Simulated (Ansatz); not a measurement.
Level of theory: PBE0-D4/def2-SVP run with Ansatz (a quantum-chemistry and plane-wave program). No frequencies were computed at this level.

Ansatz 0.2 input:
```yaml
crystal:
  periodic: [false, false, false]
  atoms:
    - { symbol: C, position_ang: [-1.625827, -2.508768, 0.343066] }
    - { symbol: O, position_ang: [-1.672862, -1.109471, 0.311131] }
    - { symbol: In, position_ang: [0.000432, 0.003586, 0.064577] }
    - { symbol: O, position_ang: [-0.132375, 2.023408, 0.009345] }
    - { symbol: C, position_ang: [-1.370366, 2.678075, 0.009456] }
    - { symbol: O, position_ang: [1.813117, -0.898077, 0.031419] }
    - { symbol: C, position_ang: [2.995237, -0.171058, -0.156941] }
    - { symbol: H, position_ang: [-0.906066, -2.887429, 1.075704] }
    - { symbol: H, position_ang: [-1.391299, -2.934804, -0.637894] }
    - { symbol: H, position_ang: [-2.628144, -2.837099, 0.639089] }
    - { symbol: H, position_ang: [-2.024566, 2.339183, 0.819154] }
    - { symbol: H, position_ang: [-1.896011, 2.561787, -0.943928] }
    - { symbol: H, position_ang: [-1.150015, 3.740131, 0.163224] }
    - { symbol: H, position_ang: [3.088523, 0.666812, 0.541542] }
    - { symbol: H, position_ang: [3.8138, -0.87365, 0.032424] }
    - { symbol: H, position_ang: [3.086424, 0.207373, -1.180166] }
basis:
  gaussian: { orbitals: def2-svp }
hamiltonian:
  xc: pbe0
  dispersion: d4
relax:
  max_steps: 150
```

Output:

```
Functional definition: PBE0
1773 factors; integrals over basis functions are off by at most 3.5e-4 eV
mean field evaluation 1: about -14540.4449 eV, gradient 8.0e1 eV
mean field evaluation 2: about -14509.8907 eV, gradient 1.4e2 eV
mean field evaluation 4: about -14554.2666 eV, gradient 5.7e0 eV
mean field evaluation 8: about -14554.4023 eV, gradient 4.2e-2 eV
mean field evaluation 16: about -14554.4023 eV, gradient 2.6e-5 eV
mean field -14554.40231644 eV, -534.8644198010 hartree, gradient 2.6e-5 eV, S^2 0.000000; 0 other end points of the search recorded, 0 dependent functions left out
reference -14554.40235681 eV, -534.8644212844 hartree; 36, 36 occupied and 119, 119 virtual orbitals, 1773 factors
relax step   1: F+E_penalty+E_count = -14554.65466304 eV  Δ(F+E_penalty+E_count) = +0.000e0 eV  max|allowed force component| = 8.177e-1 eV/Å  Δτ_max = 0.0000 Å  (28 SCF iters, accepted)
these checks for a lower state are left out or cut short: starts, cluster_reference, orbital_swaps, neighbouring_geometries, increment
1773 factors; integrals over basis functions are off by at most 3.6e-4 eV
mean field -14554.47673849 eV, -534.8671547609 hartree, gradient 1.9e-5 eV, S^2 0.000000; 0 other end points of the search recorded, 0 dependent functions left out
reference -14554.47677868 eV, -534.8671562377 hartree; 36, 36 occupied and 119, 119 virtual orbitals, 1773 factors
relax step   2: F+E_penalty+E_count = -14554.73097521 eV  Δ(F+E_penalty+E_count) = -7.631e-2 eV  max|allowed force component| = 3.261e-1 eV/Å  Δτ_max = 0.0335 Å  (31 SCF iters, accepted)
these checks for a lower state are left out or cut short: starts, cluster_reference, orbital_swaps, neighbouring_geometries, increment
1773 factors; integrals over basis functions are off by at most 3.6e-4 eV
mean field -14554.48161843 eV, -534.8673340955 hartree, gradient 1.4e-5 eV, S^2 0.000000; 0 other end points of the search recorded, 0 dependent functions left out
reference -14554.48165853 eV, -534.8673355691 hartree; 36, 36 occupied and 119, 119 virtual orbitals, 1773 factors
relax step   3: F+E_penalty+E_count = -14554.73568333 eV  Δ(F+E_penalty+E_count) = -4.708e-3 eV  max|allowed force component| = 1.243e-1 eV/Å  Δτ_max = 0.0148 Å  (31 SCF iters, accepted)
these checks for a lower state are left out or cut short: starts, cluster_reference, orbital_swaps, neighbouring_geometries, increment
1773 factors; integrals over basis functions are off by at most 3.6e-4 eV
mean field evaluation 32: about -14554.4111 eV, gradient 1.0e0 eV
mean field -14554.48221567 eV, -534.8673560433 hartree, gradient 1.4e-5 eV, S^2 0.000000; 0 other end points of the search recorded, 0 dependent functions left out
reference -14554.48225564 eV, -534.8673575124 hartree; 36, 36 occupied and 119, 119 virtual orbitals, 1773 factors
relax step   4: F+E_penalty+E_count = -14554.73632170 eV  Δ(F+E_penalty+E_count) = -6.384e-4 eV  max|allowed force component| = 6.598e-2 eV/Å  Δτ_max = 0.0126 Å  (31 SCF iters, accepted)
these checks for a lower state are left out or cut short: starts, cluster_reference, orbital_swaps, neighbouring_geometries, increment
1773 factors; integrals over basis functions are off by at most 3.6e-4 eV
mean field -14554.48281312 eV, -534.8673779994 hartree, gradient 1.4e-5 eV, S^2 0.000000; 0 other end points of the search recorded, 0 dependent functions left out
reference -14554.48285314 eV, -534.8673794701 hartree; 36, 36 occupied and 119, 119 virtual orbitals, 1773 factors
relax step   5: F+E_penalty+E_count = -14554.73668400 eV  Δ(F+E_penalty+E_count) = -3.623e-4 eV  max|allowed force component| = 3.265e-3 eV/Å  Δτ_max = 0.0152 Å  (31 SCF iters, accepted)
these checks for a lower state are left out or cut short: starts, cluster_reference, orbital_swaps, neighbouring_geometries, increment
1773 factors; integrals over basis functions are off by at most 3.6e-4 eV
mean field -14554.48298480 eV, -534.8673843086 hartree, gradient 1.4e-5 eV, S^2 0.000000; 0 other end points of the search recorded, 0 dependent functions left out
reference -14554.48302482 eV, -534.8673857791 hartree; 36, 36 occupied and 119, 119 virtual orbitals, 1773 factors
relax step   6: F+E_penalty+E_count = -14554.73679825 eV  Δ(F+E_penalty+E_count) = -1.143e-4 eV  max|allowed force component| = 1.118e-2 eV/Å  Δτ_max = 0.0156 Å  (31 SCF iters, accepted)
these checks for a lower state are left out or cut short: starts, cluster_reference, orbital_swaps, neighbouring_geometries, increment
1773 factors; integrals over basis functions are off by at most 3.7e-4 eV
mean field -14554.48306946 eV, -534.8673874198 hartree, gradient 1.4e-5 eV, S^2 0.000000; 0 other end points of the search recorded, 0 dependent functions left out
reference -14554.48310945 eV, -534.8673888895 hartree; 36, 36 occupied and 119, 119 virtual orbitals, 1773 factors
relax step   7: F+E_penalty+E_count = -14554.73680260 eV  Δ(F+E_penalty+E_count) = -4.346e-6 eV  max|allowed force component| = 5.024e-2 eV/Å  Δτ_max = 0.0570 Å  (30 SCF iters, accepted)
these checks for a lower state are left out or cut short: starts, cluster_reference, orbital_swaps, neighbouring_geometries, increment
1773 factors; integrals over basis functions are off by at most 3.6e-4 eV
mean field evaluation 64: about -14554.4833 eV, gradient 8.9e-6 eV
mean field -14554.48327243 eV, -534.8673948786 hartree, gradient 8.8e-6 eV, S^2 0.000000; 0 other end points of the search recorded, 0 dependent functions left out
reference -14554.48331242 eV, -534.8673963482 hartree; 36, 36 occupied and 119, 119 virtual orbitals, 1773 factors
relax step   8: F+E_penalty+E_count = -14554.73708414 eV  Δ(F+E_penalty+E_count) = -2.815e-4 eV  max|allowed force component| = 1.825e-2 eV/Å  Δτ_max = 0.0111 Å  (24 SCF iters, accepted)
these checks for a lower state are left out or cut short: starts, cluster_reference, orbital_swaps, neighbouring_geometries, increment
1773 factors; integrals over basis functions are off by at most 3.6e-4 eV
mean field -14554.48336438 eV, -534.8673982578 hartree, gradient 9.6e-6 eV, S^2 0.000000; 0 other end points of the search recorded, 0 dependent functions left out
reference -14554.48340437 eV, -534.8673997273 hartree; 36, 36 occupied and 119, 119 virtual orbitals, 1773 factors
relax step   9: F+E_penalty+E_count = -14554.73721053 eV  Δ(F+E_penalty+E_count) = -1.264e-4 eV  max|allowed force component| = 4.972e-3 eV/Å  Δτ_max = 0.0131 Å  (24 SCF iters, accepted)
these checks for a lower state are left out or cut short: starts, cluster_reference, orbital_swaps, neighbouring_geometries, increment
1773 factors; integrals over basis functions are off by at most 3.7e-4 eV
mean field -14554.48348914 eV, -534.8674028425 hartree, gradient 1.4e-5 eV, S^2 0.000000; 0 other end points of the search recorded, 0 dependent functions left out
reference -14554.48352912 eV, -534.8674043119 hartree; 36, 36 occupied and 119, 119 virtual orbitals, 1773 factors
relax step  10: F+E_penalty+E_count = -14554.73737810 eV  Δ(F+E_penalty+E_count) = -1.676e-4 eV  max|allowed force component| = 8.389e-3 eV/Å  Δτ_max = 0.0352 Å  (30 SCF iters, accepted)
these checks for a lower state are left out or cut short: starts, cluster_reference, orbital_swaps, neighbouring_geometries, increment
1773 factors; integrals over basis functions are off by at most 3.8e-4 eV
mean field -14554.48201651 eV, -534.8673487245 hartree, gradient 1.4e-5 eV, S^2 0.000000; 0 other end points of the search recorded, 0 dependent functions left out
reference -14554.48205648 eV, -534.8673501932 hartree; 36, 36 occupied and 119, 119 virtual orbitals, 1773 factors
relax step  11: F+E_penalty+E_count = -14554.73596022 eV  Δ(F+E_penalty+E_count) = +1.418e-3 eV  max|allowed force component| = 1.134e-1 eV/Å  Δτ_max = 0.0936 Å  (29 SCF iters, rejected (line search))
these checks for a lower state are left out or cut short: starts, cluster_reference, orbital_swaps, neighbouring_geometries, increment
1773 factors; integrals over basis functions are off by at most 3.7e-4 eV
mean field -14554.48358716 eV, -534.8674064448 hartree, gradient 1.4e-5 eV, S^2 0.000000; 0 other end points of the search recorded, 0 dependent functions left out
reference -14554.48362714 eV, -534.8674079142 hartree; 36, 36 occupied and 119, 119 virtual orbitals, 1773 factors
relax step  12: F+E_penalty+E_count = -14554.73747373 eV  Δ(F+E_penalty+E_count) = -9.562e-5 eV  max|allowed force component| = 6.069e-3 eV/Å  Δτ_max = 0.0261 Å  (30 SCF iters, accepted)
1773 factors; integrals over basis functions are off by at most 3.7e-4 eV
mean field evaluation 96: about -14513.1580 eV, gradient 1.4e2 eV
mean field -14554.48358716 eV, -534.8674064448 hartree, gradient 1.4e-5 eV, S^2 0.000000; 1 other end points of the search recorded, 0 dependent functions left out
reference -14554.48362714 eV, -534.8674079142 hartree; 36, 36 occupied and 119, 119 virtual orbitals, 1773 factors
Total energy: -14554.73751371 eV, -534.8767380736 hartree
Atom 0 at    -1.629344    -2.495548     0.343699 Å, force    -0.000196    -0.004920    -0.000128 eV/Å
Atom 1 at    -1.646572    -1.098392     0.276519 Å, force     0.002525     0.000670    -0.000468 eV/Å
Atom 2 at     0.000456     0.000360     0.076549 Å, force    -0.000035     0.000207    -0.000109 eV/Å
Atom 3 at    -0.132341     1.983476    -0.021649 Å, force    -0.000675    -0.003072    -0.000256 eV/Å
Atom 4 at    -1.350569     2.670187     0.012692 Å, force    -0.005833     0.003256     0.000097 eV/Å
Atom 5 at     1.782330    -0.882329     0.000916 Å, force    -0.001903     0.001729    -0.000131 eV/Å
Atom 6 at     2.979680    -0.174838    -0.149532 Å, force     0.004850     0.002706    -0.000296 eV/Å
Atom 7 at    -1.021711    -2.889538     1.181338 Å, force    -0.003680     0.001563    -0.003676 eV/Å
Atom 8 at    -1.257704    -2.973868    -0.583368 Å, force    -0.001965     0.002381     0.004962 eV/Å
Atom 9 at    -2.664201    -2.849599     0.498830 Å, force     0.004347     0.000226    -0.000750 eV/Å
Atom 10 at    -1.946373     2.467137     0.923726 Å, force     0.003983     0.002384    -0.005648 eV/Å
Atom 11 at    -1.999791     2.453193    -0.857904 Å, force     0.004560     0.001478     0.006069 eV/Å
Atom 12 at    -1.139750     3.754517    -0.002312 Å, force    -0.002530    -0.005232    -0.000121 eV/Å
Atom 13 at     3.155656     0.570140     0.650579 Å, force    -0.000467    -0.004587    -0.004189 eV/Å
Atom 14 at     3.816730    -0.894806    -0.112409 Å, force    -0.002863     0.003962    -0.000666 eV/Å
Atom 15 at     3.053506     0.359907    -1.116471 Å, force    -0.000118    -0.002752     0.005310 eV/Å
Dipole moment:    -0.001042    -0.000910    -0.013317 e Å
```

Cost: very roughly 70 core-seconds.
